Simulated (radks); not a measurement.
The numbers below are computed, except where a source is named.
Task: Ionisation of Zr2+, [Kr] 4d2, to Zr3+, [Kr] 4d1, under several functionals. Scalar-relativistic Kohn-Sham, spin-polarised, spherical densities, finite nucleus; open shells are filled with parallel spins first (spin-orbit coupling, left out, can overturn this in heavy ions); a radial shooting solver on a logarithmic mesh with Libxc functionals. The NIST Atomic Spectra Database gives 23.170 eV (semi-empirical). Rank these functionals by the error of their Delta-SCF ionisation energy: XLYP; BLYP; r2SCAN; LDA (Slater exchange, Perdew-Zunger correlation).

Result: From best to worst: LDA (Slater exchange, Perdew-Zunger correlation) 23.260 eV (+0.090); XLYP 23.037 eV (-0.133); BLYP 23.007 eV (-0.163); r2SCAN 22.920 eV (-0.250). Open shells are spherical and high-spin; term and fine-structure splittings are not resolved.
